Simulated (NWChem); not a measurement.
System: CH4FGaO; SMILES [CH3][Ga]([F])[OH]

Here is an NWChem input.

```
start job
memory heap 200 mb stack 900 mb global 1100 mb
geometry units angstroms noautoz
  Ga     0.047364     0.022967    -0.074711
  F     -1.312758    -1.007266    -0.582836
  C     -0.086915     1.966169     0.009491
  H     -0.340033     2.363751    -0.992425
  H      0.872636     2.398499     0.348968
  H     -0.892785     2.251480     0.713156
  O      1.514272    -0.929397     0.338100
  H      1.355155    -1.885369     0.224043
end
basis spherical
  Ga library def2-tzvpp
  F library def2-tzvpp
  C library def2-tzvpp
  H library def2-tzvpp
  O library def2-tzvpp
end
dft
  xc pbe0
  iterations 150
  semidirect filesize 400000000
  mulliken
end
task dft energy
```

NWChem printed, in part:

```
             Northwest Computational Chemistry Package (NWChem) 7.3.0
             --------------------------------------------------------

 CS  symmetry detected

                             Geometry "geometry" -> ""
                             -------------------------

 Output coordinates in angstroms (scale by  1.889725989 to convert to a.u.)

  No.       Tag          Charge          X              Y              Z
 ---- ---------------- ---------- -------------- -------------- --------------
    1 Ga                  31.0000     0.00934027    -0.00301368     0.00000000
    2 F                    9.0000    -1.47971889     0.97279660     0.00000000
    3 C                    6.0000    -0.01766388    -1.95248171     0.00000000
    4 H                    1.0000    -0.55381069    -2.31543436     0.89821294
    5 H                    1.0000     1.01567782    -2.34630509     0.00000000
    6 H                    1.0000    -0.55381069    -2.31543436    -0.89821294
    7 O                    8.0000     1.49433217     1.00892911     0.00000000
    8 H                    1.0000     1.27119121     1.95888582     0.00000000

 Effective nuclear repulsion energy (a.u.)     285.7710404229

      Symmetry information
      --------------------

 Group name             Cs
 Group number              2
 Group order               2
 No. of unique centers     7

                                 NWChem DFT Module
                                 -----------------

 Summary of "ao basis" -> "ao basis" (spherical)
 ------------------------------------------------------------------------------
       Tag                 Description            Shells   Functions and Types
 ---------------- ------------------------------  ------  ---------------------
 Ga                        def2-tzvpp               16       48   6s5p4d1f
 F                         def2-tzvpp               11       31   5s3p2d1f
 C                         def2-tzvpp               11       31   5s3p2d1f
 H                         def2-tzvpp                6       14   3s2p1d
 O                         def2-tzvpp               11       31   5s3p2d1f

      Symmetry analysis of basis
      --------------------------

        a'        129
        a"         68

            General Information
            -------------------
          SCF calculation type: DFT
          Wavefunction type:  closed shell.
          No. of atoms     :     8
          No. of electrons :    58
           Alpha electrons :    29
            Beta electrons :    29
          Charge           :     0
          Spin multiplicity:     1
          Use of symmetry is: on ; symmetry adaption is: on
          Maximum number of iterations: 150
          AO basis - number of functions:   197
                     number of shells:    73
          Convergence on energy requested:  1.00D-06
          Convergence on density requested:  1.00D-05
          Convergence on gradient requested:  5.00D-04

              XC Information
              --------------
                         PBE0 Method XC Functional
                     Hartree-Fock (Exact) Exchange  0.250
          PerdewBurkeErnzerhof Exchange Functional  0.750
            Perdew 1991 LDA Correlation Functional  1.000 local
           PerdewBurkeErnz. Correlation Functional  1.000 non-local

             Grid Information
             ----------------
          Grid used for XC integration:  medium
          Radial quadrature: Mura-Knowles
          Angular quadrature: Lebedev.
          Tag              B.-S. Rad. Rad. Pts. Rad. Cut. Ang. Pts.
          ---              ---------- --------- --------- ---------
          Ga                  1.30      112           9.0       590
          F                   0.50       49          11.0       434
          C                   0.70       49          11.0       434
          H                   0.35       45          12.0       434
          O                   0.60       49          11.0       434
          Grid pruning is: on
          Number of quadrature shells:   394
          Spatial weights used:  Erf1

      Superposition of Atomic Density Guess
      -------------------------------------

 Sum of atomic energies:       -2137.09763491

      Non-variational initial energy
      ------------------------------

 Total energy =   -2137.992932
 1-e energy   =   -3549.064862
 2-e energy   =    1125.300890
 HOMO         =      -0.404373
 LUMO         =      -0.038369

      Symmetry analysis of molecular orbitals - initial
      -------------------------------------------------

  Numbering of irreducible representations:

     1 a'          2 a"

  Orbital symmetries:

     1 a'          2 a'          3 a'          4 a'          5 a"
     6 a'          7 a'          8 a'          9 a'         10 a'
    11 a'         12 a"         13 a'         14 a'         15 a'
    16 a'         17 a"         18 a'         19 a"         20 a'
    21 a'         22 a'         23 a'         24 a"         25 a'
    26 a"         27 a'         28 a"         29 a'         30 a'
    31 a"         32 a'         33 a'         34 a'         35 a"
    36 a'         37 a'         38 a'         39 a"

------------------------------------------------------------
EAF file 0: "./job.aoints.0" size=308281344 bytes
------------------------------------------------------------
               write      read    awrite     aread      wait
               -----      ----    ------     -----      ----
     calls:      588         0         0         0         0
   data(b): 3.08e+08  0.00e+00  0.00e+00  0.00e+00
   time(s): 0.00e+00  0.00e+00  0.00e+00  0.00e+00  0.00e+00
rate(mb/s): 0.00e+00  0.00e+00
------------------------------------------------------------

     ---------------------------------------------
      Total Density - Mulliken Population Analysis
     ---------------------------------------------

    Atom       Charge   Shell Charges
 -----------   ------   -------------------------------------------------------
    1 Ga  31    29.70   2.00  2.00  1.17  0.80  0.66  0.29  5.98  4.44  1.56  0.52  0.10  8.88  1.15  0.02  0.07  0.07
    2 F    9     9.67   0.77  1.20  0.62  1.02  0.32  2.41  2.37  0.96  0.00  0.00  0.00
    3 C    6     6.65   0.86  1.12  0.55  0.65  0.14  1.24  1.53  0.54  0.01  0.02  0.00
    4 H    1     0.82   0.23  0.42  0.14  0.01  0.03  0.00
    5 H    1     0.82   0.23  0.41  0.14  0.01  0.03  0.00
    6 H    1     0.82   0.23  0.42  0.14  0.01  0.03  0.00
    7 O    8     8.87   0.79  1.18  0.60  0.95  0.25  2.03  2.16  0.90  0.00  0.01  0.00
    8 H    1     0.65   0.20  0.31  0.06  0.02  0.05  0.01

   convergence    iter        energy       DeltaE   RMS-Dens  Diis-err
 ---------------- ----- ----------------- --------- --------- ---------
 d= 0,ls=0.0,diis     1  -2140.0090784956 -2.43D+03  6.36D-03  1.39D+00
 d= 0,ls=0.0,diis     2  -2139.8323146425  1.77D-01  3.75D-03  3.50D+00
 d= 0,ls=0.0,diis     3  -2140.1342671961 -3.02D-01  5.30D-04  4.93D-02
 d= 0,ls=0.0,diis     4  -2140.1368743499 -2.61D-03  2.23D-04  1.44D-02
 d= 0,ls=0.0,diis     5  -2140.1375059791 -6.32D-04  5.50D-05  5.33D-04
  Resetting Diis
 d= 0,ls=0.0,diis     6  -2140.1375369130 -3.09D-05  1.94D-05  9.40D-05
 d= 0,ls=0.0,diis     7  -2140.1375443451 -7.43D-06  8.86D-06  3.42D-06
 d= 0,ls=0.0,diis     8  -2140.1375438513  4.94D-07  5.40D-06  9.48D-06

         Total DFT energy =    -2140.137543851321
      One electron energy =    -3551.633122064717
           Coulomb energy =     1226.369260028386
    Exchange-Corr. energy =     -100.644722237851
 Nuclear repulsion energy =      285.771040422862

 Numeric. integr. density =       57.999997877870

                  Occupations of the irreducible representations
                  ----------------------------------------------

                     irrep           alpha         beta
                     --------     --------     --------
                     a'               22.0         22.0
                     a"                7.0          7.0

                       DFT Final Molecular Orbital Analysis
                       ------------------------------------

 Vector   27  Occ=2.000000D+00  E=-3.602234D-01  Symmetry=a'
              MO Center=  4.0D-01,  3.2D-01, -2.0D-15, r^2= 3.6D+00
   Bfn.  Coefficient  Atom+Function         Bfn.  Coefficient  Atom+Function
  ----- ------------  ---------------      ----- ------------  ---------------
   158      0.291167  7 O  px                54      0.236451  2 F  px
   161      0.236125  7 O  px                 5     -0.228190  1 Ga s
    57      0.192133  2 F  px                86     -0.161466  3 C  py
   164      0.159939  7 O  px                16     -0.127328  1 Ga px
   157      0.126840  7 O  s                 60      0.126192  2 F  px

 Vector   28  Occ=2.000000D+00  E=-3.355624D-01  Symmetry=a'
              MO Center=  2.8D-01, -3.3D-01,  6.9D-17, r^2= 3.7D+00
   Bfn.  Coefficient  Atom+Function         Bfn.  Coefficient  Atom+Function
  ----- ------------  ---------------      ----- ------------  ---------------
   158     -0.265217  7 O  px                17      0.249701  1 Ga py
    86     -0.246512  3 C  py               161     -0.219284  7 O  px
    89     -0.191511  3 C  py                55     -0.183033  2 F  py
    58     -0.148908  2 F  py               164     -0.146707  7 O  px
    92     -0.131062  3 C  py                 5     -0.129632  1 Ga s

 Vector   29  Occ=2.000000D+00  E=-3.311711D-01  Symmetry=a"
              MO Center=  1.3D+00,  9.7D-01, -1.5D-15, r^2= 1.1D+00
   Bfn.  Coefficient  Atom+Function         Bfn.  Coefficient  Atom+Function
  ----- ------------  ---------------      ----- ------------  ---------------
   160      0.444999  7 O  pz               163      0.375195  7 O  pz
   166      0.277030  7 O  pz                18      0.096396  1 Ga pz
    56     -0.084377  2 F  pz                25      0.075247  1 Ga d  1
    59     -0.067568  2 F  pz                21      0.059575  1 Ga pz
    62     -0.054616  2 F  pz                90     -0.046521  3 C  pz

 Vector   30  Occ=0.000000D+00  E=-1.889896D-02  Symmetry=a'
              MO Center=  7.8D-02, -1.0D-01,  1.1D-15, r^2= 5.3D+00
   Bfn.  Coefficient  Atom+Function         Bfn.  Coefficient  Atom+Function
  ----- ------------  ---------------      ----- ------------  ---------------
    84     -1.358680  3 C  s                  6      1.285204  1 Ga s
   157     -0.566997  7 O  s                113      0.505106  4 H  s
   141      0.505106  6 H  s                127      0.359339  5 H  s
   186      0.320346  8 H  s                  5      0.286848  1 Ga s
    53     -0.254246  2 F  s                164      0.214770  7 O  px

 Vector   31  Occ=0.000000D+00  E=-1.341034D-02  Symmetry=a"
              MO Center=  3.9D-02, -1.1D-01,  1.3D-14, r^2= 3.9D+00
   Bfn.  Coefficient  Atom+Function         Bfn.  Coefficient  Atom+Function
  ----- ------------  ---------------      ----- ------------  ---------------
    21      0.770213  1 Ga pz                18      0.451043  1 Ga pz
   166     -0.176547  7 O  pz                12     -0.175281  1 Ga pz
   113     -0.172444  4 H  s                141      0.172444  6 H  s
   160     -0.148891  7 O  pz                62     -0.123278  2 F  pz
    56     -0.122014  2 F  pz               163     -0.117733  7 O  pz

 Vector   32  Occ=0.000000D+00  E= 4.894842D-02  Symmetry=a'
              MO Center=  1.7D-01, -1.4D-01, -4.0D-13, r^2= 9.7D+00
   Bfn.  Coefficient  Atom+Function         Bfn.  Coefficient  Atom+Function
  ----- ------------  ---------------      ----- ------------  ---------------
    84      3.983332  3 C  s                  6     -1.615560  1 Ga s
    20      1.445966  1 Ga py               113     -0.951723  4 H  s
   141     -0.951723  6 H  s                127     -0.853027  5 H  s
   186      0.652240  8 H  s                157     -0.642404  7 O  s
    92      0.427773  3 C  py                41      0.346868  1 Ga d  2

------------------------------------------------------------
EAF file 0: "./job.aoints.0" size=486014976 bytes
------------------------------------------------------------
               write      read    awrite     aread      wait
               -----      ----    ------     -----      ----
     calls:      927         7         0      6482      6482
   data(b): 4.86e+08  3.67e+06  0.00e+00  3.40e+09
   time(s): 0.00e+00  0.00e+00  0.00e+00  0.00e+00  0.00e+00
rate(mb/s): 0.00e+00  0.00e+00
------------------------------------------------------------

     ---------------------------------------------
      Total Density - Mulliken Population Analysis
     ---------------------------------------------

    Atom       Charge   Shell Charges
 -----------   ------   -------------------------------------------------------
    1 Ga  31    30.27   2.00  2.00  1.18  0.79  0.79  0.15  5.98  4.48  1.52  0.89  0.17  8.82  1.13  0.16  0.15  0.10
    2 F    9     9.41   0.77  1.20  0.61  0.98  0.36  2.26  2.13  1.09  0.00  0.00  0.00
    3 C    6     6.42   0.85  1.12  0.51  0.59  0.13  1.30  1.37  0.52  0.01  0.02  0.00
    4 H    1     0.89   0.26  0.47  0.11  0.01  0.04  0.00
    5 H    1     0.88   0.26  0.46  0.11  0.01  0.04  0.00
    6 H    1     0.89   0.26  0.47  0.11  0.01  0.04  0.00
    7 O    8     8.45   0.79  1.18  0.59  0.91  0.29  1.87  1.87  0.93  0.00  0.01  0.00
    8 H    1     0.79   0.25  0.39  0.05  0.02  0.07  0.01

     -------------------------------------------
      Total Density - Lowdin Population Analysis
     -------------------------------------------

    Atom       Charge   Shell Charges
 -----------   ------   -------------------------------------------------------
    1 Ga  31    30.69   2.00  2.00  1.10  0.83  0.44  0.23  5.92  4.00  2.02  0.76  0.33  8.50  1.20  0.51  0.53  0.30
    2 F    9     9.15   0.86  1.10  0.61  0.75  0.41  2.12  2.17  1.13  0.00  0.01  0.00
    3 C    6     6.16   0.91  1.03  0.31  0.32  0.19  1.07  1.39  0.75  0.01  0.15  0.02
    4 H    1     0.98   0.24  0.38  0.16  0.02  0.14  0.03
    5 H    1     0.98   0.24  0.39  0.16  0.02  0.14  0.03
    6 H    1     0.98   0.24  0.38  0.16  0.02  0.14  0.03
    7 O    8     7.93   0.87  1.08  0.51  0.56  0.31  1.70  1.84  1.03  0.00  0.03  0.00
    8 H    1     1.13   0.24  0.33  0.11  0.05  0.30  0.09

     Multipole analysis of the density
     ---------------------------------

     L   x y z        total         alpha         beta         nuclear
     -   - - -        -----         -----         ----         -------
     0   0 0 0     -0.000000    -29.000000    -29.000000     58.000000

     1   1 0 0      0.172032      0.086016      0.086016     -0.000000
     1   0 1 0     -0.632239     -0.316119     -0.316119     -0.000000
     1   0 0 1      0.000000      0.000000      0.000000      0.000000

     2   2 0 0    -30.471671    -88.149575    -88.149575    145.827478
     2   1 1 0      1.726018     -2.679350     -2.679350      7.084717
     2   1 0 1     -0.000000     -0.000000     -0.000000      0.000000
     2   0 2 0    -22.581734   -117.706346   -117.706346    212.830958
     2   0 1 1      0.000000      0.000000      0.000000      0.000000
     2   0 0 2    -22.974050    -14.368111    -14.368111      5.762173
```

Level: PBE0/def2-TZVPP. All runs use the structure optimised with PBE-D3(BJ)/def2-SVP.
